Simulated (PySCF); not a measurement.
ClGa, triplet, at a GFN2-xTB geometry (such geometries of metal compounds can be far from the true shape) (the spin is typed, not shown lowest); PBE0/cc-pVDZ (PySCF).

Here is a job for PySCF.
```python
from pyscf import gto, scf, dft

mol = gto.M(
    atom='''
Ga   -0.000000   -0.000000   -0.787509
Cl    0.000000    0.000000    1.436045
''',
    basis='cc-pvdz',
    charge=0,
    spin=2,
    verbose=4,
    symmetry=True,
)

mf = dft.UKS(mol)
mf.xc = 'pbe0'
mf.kernel()
mf.analyze()
```

Q: Write the output that PySCF gives for this input, abridged.

A: 
```
PySCF version 2.14.0

[INPUT] verbose = 4
[INPUT] num. atoms = 2
[INPUT] num. electrons = 48
[INPUT] charge = 0
[INPUT] spin (= nelec alpha-beta = 2S) = 2
[INPUT] symmetry True subgroup None
[INPUT] Mole.unit = angstrom
[INPUT] Symbol           X                Y                Z      unit          X                Y                Z       unit  Magmom
[...]
nuclear repulsion = 125.419211836025
point group symmetry = Coov
symmetry origin: [ 0.0000000e+00  0.0000000e+00 -5.5117012e-07]
symmetry axis x: [1. 0. 0.]
symmetry axis y: [0. 1. 0.]
symmetry axis z: [0. 0. 1.]
num. orbitals of irrep A1 = 19
num. orbitals of irrep E1x = 10
num. orbitals of irrep E1y = 10
num. orbitals of irrep E2x = 3
num. orbitals of irrep E2y = 3
number of shells = 11
number of NR pGTOs = 118
number of NR cGTOs = 45
basis = cc-pvdz
ecp = {}

******** <class 'pyscf.dft.uks_symm.SymAdaptedUKS'> ********
method = SymAdaptedUKS
initial guess = minao
damping factor = 0
level_shift factor = 0
DIIS = <class 'pyscf.scf.diis.CDIIS'>
diis_start_cycle = 1
diis_space = 8
diis_damp = 0
SCF conv_tol = 1e-09
SCF conv_tol_grad = None
SCF max_cycles = 50
direct_scf = True
direct_scf_tol = 1e-13
number electrons alpha = 25  beta = 23
XC library pyscf.dft.libxc version 7.1.2
    S. Lehtola, C. Steigemann, M. J. T. Oliveira, and M. A. L. Marques,  SoftwareX 7, 1–5 (2018)
XC functionals = pbe0
    C. Adamo and V. Barone,  J. Chem. Phys. 110, 6158 (1999)
    M. Ernzerhof and G. E. Scuseria,  J. Chem. Phys. 110, 5029 (1999)
radial grids:
    Treutler-Ahlrichs [JCP 102, 346 (1995); DOI:10.1063/1.469408] (M4) radial grids

becke partition: Becke, JCP 88, 2547 (1988); DOI:10.1063/1.454033
pruning grids: <function nwchem_prune>
grids dens level: 3
symmetrized grids: True
atomic radii adjust function: <function treutler_atomic_radii_adjust>
small_rho_cutoff = 0
Freeze 0 electrons in irreps []
    48 free electrons in irreps A1 E1x E1y E2x E2y
Set gradient conv threshold to 3.16228e-05
tot grids = 39784
init E= -2384.15575640349

cycle= 1 E= -2384.52000036589  delta_E= -0.364  |g|= 0.215  |ddm|= 1.04

cycle= 2 E= -2384.44427222556  delta_E= 0.0757  |g|= 0.381  |ddm|= 0.702

cycle= 3 E= -2384.55790346572  delta_E= -0.114  |g|= 0.0321  |ddm|= 0.423

cycle= 4 E= -2384.55848504361  delta_E= -0.000582  |g|= 0.0109  |ddm|= 0.0388

cycle= 5 E= -2384.5585174337  delta_E= -3.24e-05  |g|= 0.0103  |ddm|= 0.0159

cycle= 6 E= -2384.55851784859  delta_E= -4.15e-07  |g|= 0.0103  |ddm|= 0.00149

cycle= 7 E= -2384.55851699594  delta_E= 8.53e-07  |g|= 0.0104  |ddm|= 0.000941

cycle= 8 E= -2384.55851151523  delta_E= 5.48e-06  |g|= 0.0103  |ddm|= 0.00563

cycle= 9 E= -2384.55851144291  delta_E= 7.23e-08  |g|= 0.0103  |ddm|= 0.000395

cycle= 10 E= -2384.55852180096  delta_E= -1.04e-05  |g|= 0.0102  |ddm|= 0.00311

cycle= 11 E= -2384.55852495882  delta_E= -3.16e-06  |g|= 0.0103  |ddm|= 0.00235

cycle= 12 E= -2384.55852405193  delta_E= 9.07e-07  |g|= 0.0103  |ddm|= 0.000513

cycle= 13 E= -2384.55851970787  delta_E= 4.34e-06  |g|= 0.00997  |ddm|= 0.00421

cycle= 14 E= -2384.55851808658  delta_E= 1.62e-06  |g|= 0.0101  |ddm|= 0.00189

cycle= 15 E= -2384.55851913897  delta_E= -1.05e-06  |g|= 0.01  |ddm|= 0.0023

cycle= 16 E= -2384.55851821409  delta_E= 9.25e-07  |g|= 0.0103  |ddm|= 0.00243

cycle= 17 E= -2384.55851662168  delta_E= 1.59e-06  |g|= 0.0102  |ddm|= 0.00229

cycle= 18 E= -2384.5585144855  delta_E= 2.14e-06  |g|= 0.0102  |ddm|= 0.00195

cycle= 19 E= -2384.55852243895  delta_E= -7.95e-06  |g|= 0.0102  |ddm|= 0.00265

cycle= 20 E= -2384.55852485561  delta_E= -2.42e-06  |g|= 0.0103  |ddm|= 0.00217

cycle= 21 E= -2384.55852337889  delta_E= 1.48e-06  |g|= 0.0104  |ddm|= 0.000698

cycle= 22 E= -2384.55852310129  delta_E= 2.78e-07  |g|= 0.0103  |ddm|= 0.000689

cycle= 23 E= -2384.55852174298  delta_E= 1.36e-06  |g|= 0.0106  |ddm|= 0.00425

cycle= 24 E= -2384.5585230109  delta_E= -1.27e-06  |g|= 0.0102  |ddm|= 0.00321

cycle= 25 E= -2384.55852232041  delta_E= 6.9e-07  |g|= 0.0104  |ddm|= 0.000867

cycle= 26 E= -2384.5585225795  delta_E= -2.59e-07  |g|= 0.0103  |ddm|= 0.00231

cycle= 27 E= -2384.55852336841  delta_E= -7.89e-07  |g|= 0.0103  |ddm|= 0.00129

cycle= 28 E= -2384.55852381257  delta_E= -4.44e-07  |g|= 0.0105  |ddm|= 0.00188

cycle= 29 E= -2384.55852166216  delta_E= 2.15e-06  |g|= 0.0104  |ddm|= 0.00255

cycle= 30 E= -2384.55852002469  delta_E= 1.64e-06  |g|= 0.0101  |ddm|= 0.00354

cycle= 31 E= -2384.55851953881  delta_E= 4.86e-07  |g|= 0.0102  |ddm|= 0.0011

cycle= 32 E= -2384.55852282368  delta_E= -3.28e-06  |g|= 0.0102  |ddm|= 0.00296

cycle= 33 E= -2384.55851907892  delta_E= 3.74e-06  |g|= 0.01  |ddm|= 0.00201

cycle= 34 E= -2384.55851845699  delta_E= 6.22e-07  |g|= 0.0103  |ddm|= 0.00133

cycle= 35 E= -2384.55852094769  delta_E= -2.49e-06  |g|= 0.0102  |ddm|= 0.00345

cycle= 36 E= -2384.55852094227  delta_E= 5.43e-09  |g|= 0.0102  |ddm|= 0.000111

cycle= 37 E= -2384.55851907475  delta_E= 1.87e-06  |g|= 0.0104  |ddm|= 0.00159

cycle= 38 E= -2384.55851668181  delta_E= 2.39e-06  |g|= 0.0104  |ddm|= 0.000961

cycle= 39 E= -2384.55851583299  delta_E= 8.49e-07  |g|= 0.0105  |ddm|= 0.00144

cycle= 40 E= -2384.55851583462  delta_E= -1.63e-09  |g|= 0.0106  |ddm|= 0.00113

cycle= 41 E= -2384.55852099414  delta_E= -5.16e-06  |g|= 0.0103  |ddm|= 0.00246

cycle= 42 E= -2384.55852290122  delta_E= -1.91e-06  |g|= 0.00993  |ddm|= 0.00147

cycle= 43 E= -2384.55852084998  delta_E= 2.05e-06  |g|= 0.0104  |ddm|= 0.00196

cycle= 44 E= -2384.55852165207  delta_E= -8.02e-07  |g|= 0.0104  |ddm|= 0.000981

cycle= 45 E= -2384.55852184242  delta_E= -1.9e-07  |g|= 0.0104  |ddm|= 0.000314

cycle= 46 E= -2384.55851962077  delta_E= 2.22e-06  |g|= 0.0104  |ddm|= 0.000948

cycle= 47 E= -2384.55852075371  delta_E= -1.13e-06  |g|= 0.0103  |ddm|= 0.00169

cycle= 48 E= -2384.55852493258  delta_E= -4.18e-06  |g|= 0.0103  |ddm|= 0.00178

cycle= 49 E= -2384.55852501409  delta_E= -8.15e-08  |g|= 0.0103  |ddm|= 0.000792

[...]
SCF not converged.
Total Energy =                       -2384.558523442955448
[...]
Nuclear Repulsion Energy =             125.419211836024687
One-electron Energy =                -3567.816784450475097
Two-electron Energy =                 1057.839049171494935
Two-electron Coulomb Energy =         1160.696925580282368
DFT Exchange-Correlation Energy =     -102.857876408787348
TODO: total wave-function symmetry for Coov
alpha occupancy for each irrep:     A1  E1x  E1y  E2x  E2y
                                    13    6    5    0    0
beta  occupancy for each irrep:     A1  E1x  E1y  E2x  E2y
                                    12    5    5    0    0
**** MO energy ****
alpha MO #1 (A1 #1), energy= -373.003797611845 occ= 1
alpha MO #2 (A1 #2), energy= -101.72330310438 occ= 1
alpha MO #3 (A1 #3), energy= -46.1459626421145 occ= 1
alpha MO #4 (A1 #4), energy= -40.8594270794718 occ= 1
alpha MO #5 (E1x #1), energy= -40.859315892484 occ= 1
alpha MO #6 (E1y #1), energy= -40.859315892484 occ= 1
alpha MO #7 (A1 #5), energy= -9.53801590832459 occ= 1
alpha MO #8 (A1 #6), energy= -7.27411791546518 occ= 1
alpha MO #9 (E1x #2), energy= -7.26306501497427 occ= 1
alpha MO #10 (E1y #2), energy= -7.26306501497427 occ= 1
alpha MO #11 (A1 #7), energy= -5.6343883510886 occ= 1
alpha MO #12 (A1 #8), energy= -3.89912932545 occ= 1
alpha MO #13 (E1x #3), energy= -3.89516713951218 occ= 1
alpha MO #14 (E1y #3), energy= -3.89516713951218 occ= 1
alpha MO #15 (A1 #9), energy= -0.927595443760089 occ= 1
alpha MO #16 (E2x #1), energy= -0.918150818610349 occ= 1
alpha MO #17 (E2y #1), energy= -0.918150818610349 occ= 1
alpha MO #18 (E1x #4), energy= -0.915583519407982 occ= 1
alpha MO #19 (E1y #4), energy= -0.915583519407982 occ= 1
alpha MO #20 (A1 #10), energy= -0.835429514541715 occ= 1
alpha MO #21 (A1 #11), energy= -0.463851363848963 occ= 1
alpha MO #22 (E1x #5), energy= -0.349026689804364 occ= 1
alpha MO #23 (E1y #5), energy= -0.349026689804364 occ= 1
alpha MO #24 (A1 #12), energy= -0.331659236074131 occ= 1
alpha MO #25 (E1x #6), energy= -0.155453091995472 occ= 1
alpha MO #26 (E1y #6), energy= -0.155453091995472 occ= 0
alpha MO #27 (A1 #13), energy= -0.000942070101408898 occ= 0
alpha MO #28 (A1 #14), energy= 0.151622983304897 occ= 0
alpha MO #29 (A1 #15), energy= 0.207586951166806 occ= 0
alpha MO #30 (E1x #7), energy= 0.209646686435705 occ= 0
alpha MO #31 (E1y #7), energy= 0.209646686435705 occ= 0
alpha MO #32 (E2x #2), energy= 0.293537260844954 occ= 0
alpha MO #33 (E2y #2), energy= 0.293537260844954 occ= 0
alpha MO #34 (E1x #8), energy= 0.295753814911241 occ= 0
alpha MO #35 (E1y #8), energy= 0.295753814911241 occ= 0
alpha MO #36 (A1 #16), energy= 0.368284974041241 occ= 0
alpha MO #37 (E1x #9), energy= 0.600777582640332 occ= 0
alpha MO #38 (E1y #9), energy= 0.600777582640332 occ= 0
alpha MO #39 (A1 #17), energy= 0.638343467453926 occ= 0
alpha MO #40 (E2x #3), energy= 0.746001211185485 occ= 0
alpha MO #41 (E2y #3), energy= 0.746001211185485 occ= 0
alpha MO #42 (A1 #18), energy= 0.772876811874688 occ= 0
alpha MO #43 (E1x #10), energy= 0.831023501680812 occ= 0
alpha MO #44 (E1y #10), energy= 0.831023501680812 occ= 0
alpha MO #45 (A1 #19), energy= 1.1690191481471 occ= 0
beta  MO #1 (A1 #1), energy= -373.001455362495 occ= 1
beta  MO #2 (A1 #2), energy= -101.720834707914 occ= 1
beta  MO #3 (A1 #3), energy= -46.1443913469958 occ= 1
beta  MO #4 (A1 #4), energy= -40.8578454274685 occ= 1
beta  MO #5 (E1x #1), energy= -40.856553095809 occ= 1
beta  MO #6 (E1y #1), energy= -40.856553095809 occ= 1
beta  MO #7 (A1 #5), energy= -9.5355424302697 occ= 1
beta  MO #8 (A1 #6), energy= -7.26653973391176 occ= 1
beta  MO #9 (E1x #2), energy= -7.26047513122698 occ= 1
beta  MO #10 (E1y #2), energy= -7.26047513122698 occ= 1
beta  MO #11 (A1 #7), energy= -5.62944812451554 occ= 1
beta  MO #12 (A1 #8), energy= -3.8961833424 occ= 1
beta  MO #13 (E1x #3), energy= -3.88810578499137 occ= 1
beta  MO #14 (E1y #3), energy= -3.88810578499137 occ= 1
beta  MO #15 (A1 #9), energy= -0.920753841700165 occ= 1
beta  MO #16 (E2x #1), energy= -0.910606393114076 occ= 1
beta  MO #17 (E2y #1), energy= -0.910606393114076 occ= 1
beta  MO #18 (E1x #4), energy= -0.907988935147393 occ= 1
beta  MO #19 (E1y #4), energy= -0.907988935147393 occ= 1
beta  MO #20 (A1 #10), energy= -0.817938770448381 occ= 1
beta  MO #21 (A1 #11), energy= -0.41707463249125 occ= 1
beta  MO #22 (E1x #5), energy= -0.336753922210917 occ= 1
beta  MO #23 (E1y #5), energy= -0.336753922210917 occ= 1
beta  MO #24 (A1 #12), energy= -0.197948288842946 occ= 0
beta  MO #25 (E1x #6), energy= -0.0236014784895692 occ= 0
beta  MO #26 (E1y #6), energy= -0.0236014784895692 occ= 0
beta  MO #27 (A1 #13), energy= 0.0401935935990727 occ= 0
beta  MO #28 (A1 #14), energy= 0.180054502952725 occ= 0
beta  MO #29 (A1 #15), energy= 0.250792681764889 occ= 0
beta  MO #30 (E1x #7), energy= 0.260490357331426 occ= 0
beta  MO #31 (E1y #7), energy= 0.260490357331426 occ= 0
beta  MO #32 (E2x #2), energy= 0.348820904856027 occ= 0
beta  MO #33 (E2y #2), energy= 0.348820904856027 occ= 0
beta  MO #34 (E1x #8), energy= 0.351819027907367 occ= 0
beta  MO #35 (E1y #8), energy= 0.351819027907367 occ= 0
beta  MO #36 (A1 #16), energy= 0.400284882210581 occ= 0
beta  MO #37 (E1x #9), energy= 0.609229277006905 occ= 0
beta  MO #38 (E1y #9), energy= 0.609229277006905 occ= 0
beta  MO #39 (A1 #17), energy= 0.664872101448894 occ= 0
beta  MO #40 (E2x #3), energy= 0.751028584072736 occ= 0
beta  MO #41 (E2y #3), energy= 0.751028584072736 occ= 0
beta  MO #42 (A1 #18), energy= 0.791958049557669 occ= 0
beta  MO #43 (E1x #10), energy= 0.856731585045921 occ= 0
beta  MO #44 (E1y #10), energy= 0.856731585045921 occ= 0
beta  MO #45 (A1 #19), energy= 1.18350342768644 occ= 0
 ** Mulliken pop alpha/beta on meta-lowdin orthogonal AOs **
 ** Mulliken pop       alpha | beta **
In total            25.00000 | 23.00000
 ** Mulliken atomic charges   ( Nelec_alpha | Nelec_beta ) **
charge of  0Ga =      0.18607  (    16.27184     14.54209 )
charge of  1Cl =     -0.18607  (     8.72816      8.45791 )
Dipole moment(X, Y, Z, Debye):  0.00000,  0.00000, -1.93304
```

Convergence was not reached.
